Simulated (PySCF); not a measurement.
Bond length, frequency and bond energy of CdSb by level of theory

State: ⁴Σ⁻ (quartet), unpaired electrons σ ↑, π ↑↑. Set-up: PySCF, scalar-relativistic core potentials, basis sets Cd def2-SVP with ECP28, Sb def2-SVP with ECP28. De refers to Cd + Sb in their high-spin ground configurations, without counterpoise correction. The functionals are run spin-unrestricted. A positive dipole means Cd(−)Sb(+). Levels whose curve was spin-contaminated or gave no clean fit are not listed.

```csv
Level,Re (Å),ωe (cm⁻¹),De (eV),μ (D)
PBE,3.055,83.6,0.258,-0.29
BP86,3.054,83.6,0.242,-0.29
r²SCAN,2.971,97.4,0.281,-0.48
PBE0,3.024,85.0,0.218,-0.47
M06,3.138,73.6,0.258,-0.14
LC-ωPBE,2.905,102,0.181,-0.77
B2PLYP,3.141,59.3,0.081,-0.39
```

The bond length runs from 2.905 Å (LC-ωPBE) to 3.141 Å (B2PLYP). De spans 0.08 eV (B2PLYP, double hybrid) to 0.28 eV (r²SCAN, meta-GGA).

Correlated steps freeze 4 core orbitals. The bond is weak. Basis-set superposition, not corrected here, can be much of De in a small basis, most of all at correlated wavefunction levels. Functionals without a dispersion term scatter widely for such bonds, and LDA overbinds them. These are scalar-relativistic numbers at best; spin–orbit coupling would shift them, the dissociation energy most. B2PLYP dipoles, levels and charges come from its SCF part alone. The state was picked by a PBE0 search and need not be the measured ground state.
